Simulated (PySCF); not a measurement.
# Computed vibrations of [Nd(H2O)5]3+

[Nd(H2O)5]3+ (singlet in the valence; each metal's 4f electrons, 3 of them, lie in its core potential, out of spins and levels). PySCF 2.14.0, RKS BP86, Nd lcecp-1-SVP with ECP49, O def2-SVP, H def2-SVP; non-relativistic Hamiltonian with scalar-relativistic core potentials where named; density fitting; no spin-orbit coupling. Central differences of gradients.

```xyz
16

Nd    0.0326    0.0000    0.0000
O    -0.4109    0.0000    2.3741
H    -0.5138    0.7762    2.9796
H    -0.5138   -0.7761    2.9796
O    -0.4109    0.0000   -2.3741
H    -0.5138   -0.7761   -2.9796
H    -0.5138    0.7762   -2.9796
O     2.4182   -0.0001    0.0000
H     3.0359   -0.7764    0.0000
H     3.0360    0.7762    0.0000
O    -0.9211    2.2031    0.0000
H    -0.4682    3.0853    0.0000
H    -1.8841    2.4403    0.0000
O    -0.9213   -2.2030    0.0000
H    -1.8843   -2.4402    0.0000
H    -0.4685   -3.0852    0.0000
```

Run from Python with OMP_NUM_THREADS=4. Where DIIS fails, smearing, a level shift and second-order steps follow.
It took 3.8 min on 4 threads of Arm Neoverse V1, on a shared host.

Question: What are the harmonic wavenumbers and infrared intensities?

Answer: Modes are labelled in C2v; negative numbers are unstable modes, those under 60 cm⁻¹ near the noise; a finer grid moves soft modes by up to 10 cm⁻¹.
| cm⁻¹ | km/mol | symmetry |
| --- | --- | --- |
| -185 | – | a2 |
| -102 | – | a2 |
| 40 | 0.2 | a1 |
| 48 | 0.0 | b1 |
| 71 | 4.6 | b2 |
| 71 | 6.4 | b1 |
| 76 | 8.3 | a1 |
| 88 | 0.3 | b2 |
| 108 | 0.0 | a2 |
| 145 | 0.1 | b1 |
| 155 | 0.6 | b2 |
| 227 | 0.0 | a2 |
| 320 | 0.2 | a1 |
| 338 | 8.6 | b2 |
| 344 | 10.9 | b1 |
| 350 | 0.0 | a1 |
| 354 | 6.6 | a1 |
| 513 | 0.0 | a2 |
| 536 | 5.4 | b1 |
| 540 | 0.3 | b2 |
| 546 | 65.3 | b1 |
| 548 | 38.7 | a1 |
| 580 | 561.0 | b2 |
| 581 | 194.3 | b1 |
| 593 | 684.3 | a1 |
| 600 | 444.4 | b2 |
| 601 | 0.0 | a2 |
| 1620 | 176.4 | b1 |
| 1620 | 57.8 | a1 |
| 1621 | 208.7 | b2 |
| 1623 | 73.9 | a1 |
| 1630 | 21.1 | a1 |
| 3517 | 538.2 | a1 |
| 3518 | 611.9 | b1 |
| 3525 | 1.6 | a1 |
| 3545 | 691.5 | b2 |
| 3554 | 23.9 | a1 |
| 3561 | 181.4 | b1 |
| 3567 | 224.5 | b1 |
| 3568 | 496.4 | a1 |
| 3594 | 0.0 | a2 |
| 3595 | 601.5 | b1 |

Question: Is this a minimum?

Answer: No: 2 unstable; the lowest moves the atoms so:
```
Nd   0.00  0.00  0.00
O    0.00  0.01  0.00
H   -0.13  0.01 -0.01
H    0.13  0.01  0.01
O    0.00 -0.01  0.00
H   -0.13 -0.01  0.01
H    0.13 -0.01 -0.01
O    0.00  0.00  0.00
H    0.00  0.00 -0.68
H    0.00  0.00  0.68
O    0.00  0.00  0.00
H    0.00  0.00 -0.01
H    0.00  0.00 -0.02
O    0.00  0.00  0.00
H    0.00  0.00  0.02
H    0.00  0.00  0.01
```

An lcecp potential fixes the number of 4f electrons, so in runs with it no electron can move into or out of that shell.
